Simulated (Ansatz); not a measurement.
Appearance energy of a fragment ion: SiH(SiH3)2F → [SiH3]+ + SiH(SiH3)F + e⁻

Species: SiH(SiH3)2F, singlet; [SiH3]+ `[SiH3+]`, singlet; SiH(SiH3)F, doublet. 

Shapes, held fixed at every level: PBE0-D4/def2-TZVP. Programs: Ansatz 0.2.0. Electronic energies: no zero-point or thermal term.

```csv
level,kind,ΔE (eV),less CCSD(T)/CBS estimate,CPU time (sum over the molecules)
SPW92/def2-TZVPP,LDA,+11.82,+0.34,8.7 s
B3LYP-D4/def2-TZVPP,global hybrid,+11.38,-0.10,25 s
PBE0-D4/def2-TZVPP,global hybrid,+11.47,-0.01,19 s
wB97X-V/def2-TZVPP,range-separated hybrid,+11.44,-0.04,46 s
MP2/def2-SVP,perturbation theory,+11.00,-0.48,–
MP2/def2-TZVPP,perturbation theory,+11.23,-0.25,–
CCSD(T)/def2-SVP,coupled cluster or CI,+11.06,-0.42,16 s
CCSD(T)/CBS estimate,coupled cluster or CI,+11.48,0.00,7.5 min
```

The highest level, CCSD(T)/CBS estimate, gives ΔE = +11.48 eV; the levels span +11.00 to +11.82. The column of differences is taken from that level and isn't an error. No measured value is set beside it here. Open shells run unrestricted unless RO is named. The CBS estimate extrapolates MP2 from def2-TZVPP and def2-QZVPP and adds CCSD(T) − MP2 in the triple-zeta set, cores frozen. The onset seen in experiment also holds zero-point changes and kinetic shifts. Times are processor times on shared x86 and Arm servers, and rough.
